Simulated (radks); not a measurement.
Problem. All-electron atom: neutral palladium in [Kr] 4d10. All-electron calculation, scalar-relativistic Kohn-Sham, PBE, spin-unpolarised, spherical densities, finite nucleus; Fermi nuclear charge, rms radius 4.5318 fm. Program: a radial shooting solver on a logarithmic mesh with Libxc functionals. Some entries of the table are withheld. Estimate them.

| orbital | occ. | eigenvalue (eV) | <1/r> (bohr^-1) |
|---|---|---|---|
| 1s | 2 | (1) | 48.23 |
| 2s | 2 | (2) | 10.94 |
| 2p | 6 | -3163.214 | 10.58 |
| 3s | 2 | -636.0380 | 3.827 |
| 3p | 6 | -516.0678 | 3.645 |
| 3d | 10 | -325.5055 | 3.419 |
| 4s | 2 | (3) | (4) |
| 4p | 6 | (5) | 1.298 |
| 4d | 10 | -4.0477 | 0.8811 |

Solution. 
(1) 1s eigenvalue (eV): -24165.26
(2) 2s eigenvalue (eV): -3528.143
(3) 4s eigenvalue (eV): -85.3274
(4) 4s <1/r> (bohr^-1): 1.454
(5) 4p eigenvalue (eV): -51.1991
